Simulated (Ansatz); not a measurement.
```yaml
crystal:
  periodic: [false, false, false]
  atoms:
    - {symbol: C, position_ang: [-0.467698, -1.111356, -0.559754]}
    - {symbol: C, position_ang: [0.381428, -0.197732, 0.244671]}
    - {symbol: C, position_ang: [1.551568, -0.752077, 0.968506]}
    - {symbol: O, position_ang: [0.163193, 1.010911, 0.334291]}
    - {symbol: B, position_ang: [-1.091335, 1.817253, -0.404494]}
    - {symbol: F, position_ang: [-0.860428, 3.095832, -0.049606]}
    - {symbol: F, position_ang: [-0.922665, 1.542465, -1.731122]}
    - {symbol: F, position_ang: [-2.209611, 1.255243, 0.140864]}
    - {symbol: H, position_ang: [-1.519974, -0.929029, -0.335483]}
    - {symbol: H, position_ang: [-0.334345, -0.855232, -1.615177]}
    - {symbol: H, position_ang: [-0.203737, -2.153859, -0.395251]}
    - {symbol: H, position_ang: [1.197906, -1.484473, 1.701113]}
    - {symbol: H, position_ang: [2.116883, 0.033421, 1.464205]}
    - {symbol: H, position_ang: [2.185914, -1.300466, 0.266038]}
basis:
  gaussian: {orbitals: cc-pVDZ, nuclear_model: gaussian}
hamiltonian: {xc: {name: B3LYP-D3}, dispersion: d3bjatm}
scf: {lower_state_search: full}
output: {forces: true}
```

```sh
$ ansatz run in.yaml --threads 4 --pin off --events-out ev --progress --plain --max-ram 11315MiB
```

Q: How does Ansatz answer? (Estimate.)

A: Ansatz gave: The program refused the input.
```
Error: YAML parse error: error: line 20 column 19: hamiltonian.xc: no functional is named "B3LYP-D3"; the names, which are not case-sensitive, are SVWN5, SPW92, PBE, PBE0, PBEsol, revPBE, revPBE0, RPBE, rPW86-PBE, HSE06, wPBEh, LC-wPBE, HISS, HF, BLYP, B3LYP, B3LYP5, BHLYP, CAM-B3LYP, r2SCAN, r2SCANh, r2SCAN0, r2SCAN50, m-r2SCAN, B97, wB97, wB97X, wB97X-V, B97M-V, wB97M-V, B2PLYP, B2GP-PLYP, PBE0-DH, PBE-QIDH
18 | basis:
19 |   gaussian: {orbitals: cc-pVDZ, nuclear_model: gaussian}
20 | hamiltonian: {xc: {name: B3LYP-D3}, dispersion: d3bjatm}
21 | scf: {lower_state_search: full}
22 | output: {forces: true}
```

HSE06 is defined as in plane-wave codes.
